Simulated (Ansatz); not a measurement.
`C[S][Ge]([F])([S]C)[S]C` → `C[S][Ge][F]` + `CSSC`  (germylene formation by 1,1-elimination)

Program: Ansatz. Geometries: PBE0-D4/def2-TZVP. ΔE: electronic, gas phase. CBS: MP2 limit from def2 TZ/QZ plus the TZ coupled-cluster correction, frozen cores. Functionals use def2-TZVPP. B3LYP here is the variant with VWN-RPA as its local correlation; programs differ in this. For Ge outer-core shells are correlated without core-valence functions, which leaves a few kJ/mol of doubt a bond. Scalar relativity is left out up to krypton. Each species was taken in one conformer, which may not be the lowest.

| level | ΔE (kcal/mol) | difference from CCSD(T)/CBS |
| --- | --- | --- |
| PBE-D4 | 35.1 | -5.5 |
| BLYP-D4 | 29.7 | -10.9 |
| PBE0-D4 | 40.9 | 0.3 |
| revPBE | 26.5 | -14.1 |
| r2SCAN | 39.1 | -1.5 |
| PBE0 | 36.9 | -3.7 |
| B3LYP | 27.9 | -12.7 |
| CAM-B3LYP | 33.1 | -7.5 |
| RPA@PBE/def2-TZVPP | 40.4 | -0.2 |
| HF/def2-SVP | 41.6 | 1.0 |
| CCSD(T)/def2-SVP | 44.7 | 4.1 |
| HF/def2-TZVPP | 37.5 | -3.1 |
| MP2/def2-TZVPP | 48.1 | 7.5 |
| CCSD(T)/def2-TZVPP | 44.3 | 3.7 |
| HF/def2-QZVPP | 36.5 | -4.1 |
| MP2/CBS(def2) | 44.5 | 3.9 |
| CCSD(T)/CBS | 40.6 | 0 |

Largest T1 diagnostic among the species: 0.015.

From r2SCAN to r2SCAN0 (25 % exact exchange), in def2-TZVPP and without D4, ΔE moves by +2.8 kcal/mol. The D4 term adds +7.0 kcal/mol with B3LYP and +4.1 kcal/mol with PBE0; it sums over pairs of atoms, weighted by their polarisabilities, and B3LYP, whose exchange is more repulsive, gets the larger term.

CCSD(T)/CBS has its own doubt, a few kJ/mol and more with outer-core shells, so smaller differences from it don't rank the levels.
